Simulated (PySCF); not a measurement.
A side-by-side comparison of computed properties.

First species: C6H8O.
Cartesian coordinates in Å at the PBE0-D3(BJ)/def2-SVP level; atoms count from 1:
```
atom  x, y, z in Å
C1     3.9279   -0.4662    0.5528
C2     2.7162   -0.4095    0.4928
C3     1.2964   -0.3749    0.4379
C4     0.5890    0.6484   -0.0654
C5    -0.8985    0.6755   -0.1206
O6    -1.4409   -0.4779    0.4322
C7    -2.8324   -0.5180    0.3928
H8     4.9998   -0.5112    0.6026
H9     0.7511   -1.2390    0.8323
H10    1.1028    1.5276   -0.4677
H11   -1.2663    1.5843    0.4076
H12   -1.2197    0.8007   -1.1797
H13   -3.2882    0.3158    0.9632
H14   -3.2196   -0.4720   -0.6446
H15   -3.1556   -1.4663    0.8435
```

Second species: C7H9NSi.
Geometry (PBE0-D3(BJ)/def2-SVP, Å), atoms numbered from 1 in this order:
```
atom  x, y, z in Å
C1     3.6819    0.1326   -1.1902
C2     2.4538   -0.5915   -0.9283
C3     1.4188   -1.1980   -0.7100
Si4   -0.1350   -2.0808   -0.3712
N5    -1.4038   -0.9264    0.0675
C6    -2.6104   -0.7596   -0.5832
C7    -3.3204    0.2347    0.0458
C8    -2.5190    0.7022    1.1270
C9    -1.3538   -0.0267    1.1116
H10    3.8523    0.2400   -2.2727
H11    4.5488   -0.3914   -0.7584
H12    3.6409    1.1415   -0.7511
H13   -0.6401   -2.7880   -1.5783
H14    0.0759   -3.0377    0.7506
H15   -2.8658   -1.3690   -1.4482
H16   -4.3091    0.5902   -0.2387
H17   -2.7702    1.4884    1.8367
H18   -0.4813    0.0268    1.7609
```

Levels: PBE0/def2-SVPD for dipole moment, HOMO energy, LUMO energy, HOMO–LUMO gap, static isotropic polarisability and electronic spatial extent ⟨r²⟩ about the centre of nuclear charge; TDDFT PBE0/def2-SVPD for lowest singlet excitation; PBE0-D3(BJ)/def2-SVP for rotational constant A and rotational constant C. Geometries: PBE0-D3(BJ)/def2-SVP. All species are isolated and taken at one optimised geometry, non-relativistic unless stated; the electronic structure was computed with PySCF and density fitting.

The conformers computed, where there is a choice (atom-mapped SMILES and torsion angles):
- `[CH:1]#[C:2]/[CH:3]=[CH:4]/[CH2:5][O:6][CH3:7]`: C3–C4–C5–O6 1°, C4–C5–O6–C7 -179°
- `[CH3:1][C:2]#[C:3][SiH2:4][n:5]1[cH:6][cH:7][cH:8][cH:9]1`: C3–Si4–N5–C6 122°

```tsv
property	column X	column Y
dipole moment	2.17 D	2.81 D
HOMO energy	-6.77 eV	-6.11 eV
LUMO energy	-0.73 eV	-0.37 eV
HOMO–LUMO gap	6.04 eV	5.74 eV
lowest singlet excitation	5.34 eV	4.80 eV
static isotropic polarisability	82.9 au	114.7 au
electronic spatial extent ⟨r²⟩ about the centre of nuclear charge	1180 bohr²	1917 bohr²
rotational constant A	12.230 GHz	2.979 GHz
rotational constant C	0.956 GHz	0.603 GHz
```

Which column belongs to which species?

Column X is the first species and column Y the second. The first has 15 atoms and 52 electrons, the second 18 and 72.

How does each property change from the first species to the second?

dipole moment +0.64 D; HOMO energy +0.66 eV; LUMO energy +0.36 eV; HOMO–LUMO gap -0.30 eV; lowest singlet excitation -0.54 eV; static isotropic polarisability +31.8 au; electronic spatial extent ⟨r²⟩ about the centre of nuclear charge +737 bohr²; rotational constant A -9.251 GHz; rotational constant C -0.353 GHz.

On the first: The dipole equals about 7.2 × 10⁻³⁰ C·m (1 D = 3.33564 × 10⁻³⁰ C·m). The polarisability is 12.29 Å³ as a volume (1 au = 0.148185 Å³), or 1.59 au for each of the 52 electrons.

On the second: The principal polarisabilities are 88.8, 108.4 and 147.0 au; their mean is the isotropic value. S1 lies 0.94 eV below the HOMO–LUMO gap; its leading configuration is HOMO→LUMO, weight 0.99.
